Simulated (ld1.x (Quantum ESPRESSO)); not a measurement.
**Varying the PAW potential for Ag (Z = 47)**

Base potential:

ld1.x (Quantum ESPRESSO) 7.5 input, shortened:

```
&input
   title='Ag', zed=47., rel=2, dft='BLYP', iswitch=3,
   config='[Kr] 4d9 5s0 5p0', rel_dist='average'
 /
 &inputp
   pseudotype=3, lpaw=.true., tm=.true., lloc=-1, rcloc=0.95,
   nlcc=.true., new_core_ps=.true., rcore=1.05,
   which_augfun='PSQ', rmatch_augfun=0.90
 /
6
4S  1  0   2.00   0.00  1.20  1.45  0.0
5S  2  0   0.00   0.00  1.20  1.45  0.0
4P  2  1   6.00   0.00  1.30  1.50  0.0
5P  3  1   0.00   0.00  1.30  1.50  0.0
4D  3  2   9.00   0.00  0.80  1.10  0.0
4D  3  2   0.00  -1.15  0.80  1.10  0.0
 &test
   configts(1)='4s2 4p6 4d9 5s0 5p0'
 /
```

Open shells are filled in proportion to 2j + 1 (rel_dist='average').

All-electron outer shells of the reference configuration (BLYP, scalar-relativistic, ld1.x):

```csv
shell,level (eV),outermost node (bohr),outermost maximum (bohr)
3d,-381.30,–,0.27
4s,-117.51,0.44,0.82
4p,-80.86,0.44,0.87
4d,-28.80,0.43,1.03
5s,-21.03,1.09,2.23
5p,-14.63,1.22,2.68
```

Cutoffs, loose and tight: the cutoffs (Ry, on a coarse ladder) from which the occupation-weighted sum of valence levels, in a spherical-Bessel basis at the reference potential, stays within 10 and 1 mRy of its value at 400 Ry. They do not see the model core or the augmentation charge, which bear on the density cutoff. Test errors are all-electron minus pseudo excitation energies from the reference, over the configurations 4s2 4p6 4d10 5s1 5p0; 4s2 4p6 4d10 5s0 5p0; 4s2 4p6 4d8 5s0 5p0; 4s2 4p6 4d7 5s0 5p0; 4s2 4p6 4d10 5s0.5 5p0; 4s2 4p6 4d9 5s2 5p0; 4s1 4p6 4d10 5s1 5p0. A dash means not determined; rows that change the core or the reference have their own tests.

Cutoffs are not given where the Bessel-basis levels miss the radial ones by over 6 mRy, ghosts where they miss by over 20 mRy; a channel whose overlap is not positive is not tested.

| change | outcome | bound ghosts | largest test error (meV) |
| --- | --- | --- | --- |
| base | generated | not determined | +5.5 |
| wave 4d channel at -1.15 Ry: rcut 0.80, rcutus 1.10 bohr becomes 4d channel at -2 Ry: rcut 0.80, rcutus 1.10 bohr | generated | not determined | +7.8 |
| wave 4d channel at -1.15 Ry: rcut 0.80, rcutus 1.10 bohr becomes 4d channel at -1.92 Ry: rcut 0.80, rcutus 1.10 bohr | generated | not determined | +6.7 |
| wave 4d channel at -1.15 Ry: rcut 0.80, rcutus 1.10 bohr becomes 4d channel at -1.78 Ry: rcut 0.80, rcutus 1.10 bohr | generated | not determined | +6.0 |
| wave 4d channel at -1.15 Ry: rcut 0.80, rcutus 1.10 bohr becomes 4d channel at -1.68 Ry: rcut 0.80, rcutus 1.10 bohr | generated | not determined | +5.8 |
| wave 4d channel at -1.15 Ry: rcut 0.80, rcutus 1.10 bohr becomes 4d channel at -1.45 Ry: rcut 0.80, rcutus 1.10 bohr | generated | not determined | +5.6 |
| wave 4d channel at -1.15 Ry: rcut 0.80, rcutus 1.10 bohr becomes 4d channel at -1.11 Ry: rcut 0.80, rcutus 1.10 bohr | generated | not determined | +5.5 |
| wave 4d channel at -1.15 Ry: rcut 0.80, rcutus 1.10 bohr becomes 4d channel at -0.35 Ry: rcut 0.80, rcutus 1.10 bohr | generated | not determined | +5.5 |
| wave 4d channel at -1.15 Ry: rcut 0.80, rcutus 1.10 bohr becomes 4d channel at 0.57 Ry: rcut 0.80, rcutus 1.10 bohr | generated | not determined | +5.5 |
| wave 4d channel at -1.15 Ry: rcut 0.80, rcutus 1.10 bohr becomes 4d channel at 1.87 Ry: rcut 0.80, rcutus 1.10 bohr | generated | not determined | +5.6 |
| wave 4d channel at -1.15 Ry: rcut 0.80, rcutus 1.10 bohr becomes 4d channel at 5.14 Ry: rcut 0.80, rcutus 1.10 bohr | generated | not determined | +6.1 |
